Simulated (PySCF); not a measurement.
**GaH under electron impact: the energy ladder**

CCSD(T) in PySCF with def2-TZVPPD on every atom, for the lowest determinant that a PBE0 search found; no spin–orbit coupling.

| species | state (unpaired electrons) | Re (Å) | ωe (cm⁻¹) | energy of the minimum from the neutral (eV) | De (eV) | dissociates to |
| --- | --- | --- | --- | --- | --- | --- |
| GaH | singlet (closed shell) | 1.664 | 1621 | 0.00 | 3.00 | Ga + H |
| GaH⁺ | doublet (σ ↑) | 1.638 | 1427 | 8.42 | 0.50 | Ga⁺ + H |

Problem. Work out the lowest energy to break GaH into atoms, from its vibrational ground state.

Solution. D0 = De − ωe/2 = 3.00 − 0.10 = 2.90 eV (CCSD(T)/def2-TZVPPD).

Problem. Work out the ionisation energy of the Ga atom at this level and the threshold of dissociative ionisation.

Solution. IE(Ga) = 8.42 + 0.50 − 3.00 = 5.92 eV, so Ga⁺ + H + e⁻ appears at D0 + IE(Ga) = 8.82 eV (CCSD(T)/def2-TZVPPD). The measured IE(Ga) is 5.999 eV (NIST ASD).

These are thermodynamic thresholds; the onsets seen under electron impact lie higher where the geometry changes, and cross-sections peak well above them.

Correlated steps freeze 9 core orbitals. Weak bonds: GaH⁺. Basis-set superposition, not corrected here, can be much of De in a small basis, most of all at correlated wavefunction levels. For an ion De counts to the pair picked by the measured ionisation energies or electron affinities, which need not be the lowest pair at this level. Where the molecule has an RHF reference, its open-shell atoms are computed with UHF. States were picked by a PBE0 search and need not be the measured ground states.
